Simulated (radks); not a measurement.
Problem. The rhodium ion Rh2+, 43 electrons, occupied as [Kr] 4d7 (the NIST ground configuration). Method: Dirac Kohn-Sham, LDA (Slater exchange, Perdew-Wang correlation), spin-unpolarised, spherical densities, point nucleus; open shells fill j = l - 1/2 first; computed with a radial shooting solver on a logarithmic mesh with Libxc functionals. Some entries of the table are withheld. Estimate them.

orbital  occ.  eigenvalue (hartree)  r(max) (bohr)
1s1/2       2             -845.8828        0.02120
2s1/2       2             -123.2984         0.1200
2p1/2       2             -114.2886            (1)
2p3/2       4             -108.9824            (2)
3s1/2       2             -22.65178         0.3521
3p1/2       2                   (3)         0.3384
3p3/2       4                   (4)         0.3482
3d3/2       4             -11.93505         0.2893
3d5/2       6             -11.75474         0.2921
4s1/2       2              -3.80010         0.8797
4p1/2       2              -2.72047            (5)
4p3/2       4              -2.57352            (6)
4d3/2       4              -0.96287            (7)
4d5/2       3              -0.94637            (8)

Solution. 
(1) 2p1/2 r(max) (bohr): 0.09295
(2) 2p3/2 r(max) (bohr): 0.09703
(3) 3p1/2 eigenvalue (hartree): -19.12214
(4) 3p3/2 eigenvalue (hartree): -18.20886
(5) 4p1/2 r(max) (bohr): 0.9247
(6) 4p3/2 r(max) (bohr): 0.9498
(7) 4d3/2 r(max) (bohr): 1.124
(8) 4d5/2 r(max) (bohr): 1.136
